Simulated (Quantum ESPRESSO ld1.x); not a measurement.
The numbers below are computed, except where a source is named.
One sound ld1.x (Quantum ESPRESSO 7.5) input for neutral ytterbium gives E = -14051.175 hartree in 36 iterations:

```
 &input
    zed=70.0,
    iswitch=1,
    rel=1,
    lsd=1,
    dft='PW',
    config='[Xe] 4f14 6s2',
    verbosity='high',
    prefix='ld1',
    max_out_wfc=37,
    file_charge='ld1.rho',
 /
```

Changed or added lines, one case at a time, and what came of them:

- rel=2 cau_fact=42.65 (without lsd): crashed. The program stops in dirsol with "no classical turning point found": with c below Z the Dirac equation of a point nucleus has no 1s solution.
- relativistic=1: refused. The program stops in ld1_readin with "reading input namelist": the namelist holds a keyword that &input does not know.
- dft='HF': refused. The program stops in ld1_setup with "HF not implemented yet": ld1.x has no Hartree-Fock; KLI and OEP are its exact-exchange options.
- rmax=5000.0: harmless. The energy moves by less than 1e-5 hartree against the default mesh (-14051.175 hartree).
- noscf=.true.: refused. The program stops in ld1_readin with "hydrogenic levels available only with lsd=0": noscf gives hydrogenic levels and needs lsd = 0.
- xmin=-14.0: usable despite the warning. The mesh starts very near the nucleus, where rounding noise keeps the residual above the threshold; the energy differs from the sound run by -6.75e-05 hartree.
- rel=4: refused. The program stops in ld1_readin with "wrong rel": rel takes 0, 1 or 2.
